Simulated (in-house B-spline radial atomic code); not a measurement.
## Dy2+: [Kr] 4d10 (4f5/2)4 (4f7/2)6 5s2 (5p1/2)2 (5p3/2)3 (6d5/2)1 (an excited or competing configuration)

Computed with a radial B-spline atomic code at the basis-set limit: Dirac-Hartree-Fock, average of the jj configuration, Fermi nucleus of rms radius 5.2218 fm.

Z_r = [3n² - l(l+1)]/(2<r>); Z_e = n√(-2ε); the last column is Slater's effective charge. Values are occupation-weighted means over j. An effective charge above Z reflects the relativistic contraction of the inner shells.

```
shell  electrons   ε (eV)  <r> (bohr)    Z_r    Z_e  Slater
   1s          2   -54132     0.02111  71.04  63.08   65.70
   2s          2  -9154.7     0.08914  67.31  51.88   61.85
   2p          6  -8151.5     0.07914  63.18  48.95   61.85
   3s          2  -2107.6      0.2333  57.86  37.34   54.75
   3p          6  -1790.2      0.2322  53.84  34.41   54.75
   3d         10  -1365.7      0.2119  49.55  30.06   44.85
   4s          2  -459.86      0.5306  45.23  23.25   38.25
   4p          6  -352.24      0.5617  40.95  20.35   38.25
   4d         10   -199.2      0.6124  34.29  15.31   26.85
   5s          2  -80.864       1.311  28.60  12.19   12.10
   5p          5  -53.754       1.508  24.21   9.94   12.10
   4f         10  -35.622      0.8167  22.04   6.47   16.85
   6d          1  -8.8914       6.042   8.44   4.85    3.00
```

The least bound orbital is 6d5/2 at -8.891 eV, and it is also the most diffuse (<r> = 6.042 bohr).

For the 1s electron the small component carries 6.07 % of the norm, the zero-frequency Breit interaction raises the level by 166.8 eV, self-energy by 100.7 eV, and vacuum polarisation lowers it by 16.91 eV.
